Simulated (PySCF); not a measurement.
# Pm: ionisation energy

Pm [Xe] 4f5 6s2 (high-spin determinant) → Pm⁺ [Xe] 4f5 6s1 (high-spin determinant), as a difference of total energies. Computed with PySCF 2.14 in cc-pVDZ-X2C (8s7p5d3f1g, 84 functions), with scalar relativity by spin-free X2C-1e. Correlated levels: valence: [Kr] 4d10 frozen. The calculations carry no spin-orbit coupling.

| method | ionisation energy (eV) |
| --- | --- |
| UHF | 4.542 |
| MP2 (valence) | 5.426 |
| SCS-MP2 (valence) | 5.476 |
| CCSD (valence) | 5.400 |
| CCSD(T) (valence) | 5.494 |

Task: How much does correlation contribute at CCSD(T) (valence)?

Result: 5.494 − (4.542) = 0.952 eV, measured against UHF.

Errors of the correlated levels include the incompleteness of this basis and the frozen core.

The determinant of Pm and of Pm⁺ mixes LS terms, which raises its energy above the lowest term, most at the Hartree-Fock and MP2 levels.

For comparison: 5.582 eV (measured; NIST Atomic Spectra Database, ionization energies).
